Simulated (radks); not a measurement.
Results of a calculation; reference values are marked as such.
Task: The barium ion Ba7+, 49 electrons, occupied as [Kr] 4d10 5s2 5p1. Level of theory: scalar-relativistic Kohn-Sham, LDA (Slater exchange, Perdew-Wang correlation), spin-unpolarised, spherical densities, finite nucleus; Fermi nuclear charge, rms radius 4.8378 fm (a radial shooting solver on a logarithmic mesh with Libxc functionals). Some entries of the table are withheld. Estimate them.

orbital,occ.,eigenvalue (hartree),<1/r> (bohr^-1)
1s,2,(1),60.64
2s,2,-219.5063,13.95
2p,6,-197.2952,13.27
3s,2,-48.87678,5.037
3p,6,-41.75229,4.781
3d,10,(2),4.535
4s,2,-12.12749,(3)
4p,6,-9.81786,1.930
4d,10,-6.45342,1.675
5s,2,-4.07810,0.8957
5p,1,-3.40812,0.8070

Result: 
(1) 1s eigenvalue (hartree): -1371.030
(2) 3d eigenvalue (hartree): -31.37215
(3) 4s <1/r> (bohr^-1): 2.093
